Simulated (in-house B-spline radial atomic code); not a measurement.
Configurations of As2+, with energies counted from [Ar] 3d10 4s2 4p1. All numbers are computed (non-relativistic CAM-B3LYP, spin-polarised, spherical fractional occupations, exact exchange averaged over the configuration; point nucleus) with a radial B-spline atomic code at the basis-set limit, not measured. Shells without spins written out take the highest spin.

Occupations are held fixed; configurations that lie above the ionisation limit could autoionise.

```tsv
configuration	E - E(ref) (eV)	highest orbital	its <r> (bohr)
[Ar] 3d10 4s2 4d1	13.364	4d up	3.256
[Ar] 3d10 4s2 4f1	20.199	4f up	5.587
[Ar] 3d10 4s1 4p1 4f1	29.625	4f up	5.492
[Ar] 3d10 4s1 4p1 5f1	32.392	5f up	9.631
[Ar] 3d9 4s2 4p2	43.572	4p up	2.016
[Ar] 3d9 4s2 4p1 4d1	58.537	4d up	2.956
```

Q: Order these further configurations by energy, lowest first.
A. [Ne] 3s2 3p5 3d10 4s2 4p2
B. [Ar] 3d9 4s2 4p1 5s1
C. [Ne] 3s2 3p5 3d10 4s2 4p1 4f1
D. [Ar] 3d9 4s2 4p1 5d1
E. [Ne] 3s2 3p5 3d10 4s2 4p1 5s1

A: B (58.977 eV), D (66.223 eV), A (136.69 eV), E (152.13 eV), C (159.81 eV).

Q: How far above the reference does [Ar] 3d10 4s1 4p1 4d1 lie?

A: 22.136 eV; its least bound orbital is 4d up with <r> = 3.1 bohr.
